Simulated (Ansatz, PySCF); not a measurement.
Input for Ansatz (a first-principles code):
Ansatz 0.2 input:
```yaml
crystal:
  periodic: [false, false, false]
  atoms:
    - {symbol: C, position_ang: [-0.03158867, 1.10849493, 0.00618882]}
    - {symbol: S, position_ang: [0.01982142, -0.69556393, -0.00388339]}
    - {symbol: H, position_ang: [-1.06837494, 1.46368151, -0.03291479]}
    - {symbol: H, position_ang: [0.43481506, 1.50121040, 0.91770101]}
    - {symbol: H, position_ang: [0.50594923, 1.51316136, -0.85978488]}
basis:
  gaussian:
    orbitals: cc-pVDZ
total_charge: -1
magnetization: {spin_polarized: false}
correlation: {method: mp2, electrons: outside_noble_gas}
accuracy: high
```

Q: Write the same job for PySCF.

A: One answer among several that fit: 
```python
from pyscf import gto, scf, mp

mol = gto.M(
    atom='''
C    -0.03158867    1.10849493    0.00618882
S     0.01982142   -0.69556393   -0.00388339
H    -1.06837494    1.46368151   -0.03291479
H     0.43481506    1.50121040    0.91770101
H     0.50594923    1.51316136   -0.85978488
''',
    basis='cc-pvdz',
    charge=-1,
    verbose=4,
)

mf = scf.RHF(mol)
mf.kernel()

pt = mp.MP2(mf, frozen=6)
pt.kernel()
print('E(MP2) = %.10f' % pt.e_tot)
```

Both were run: Ansatz gave -437.411561 Eh and PySCF -437.411561 Eh, 0.000 mEh apart.
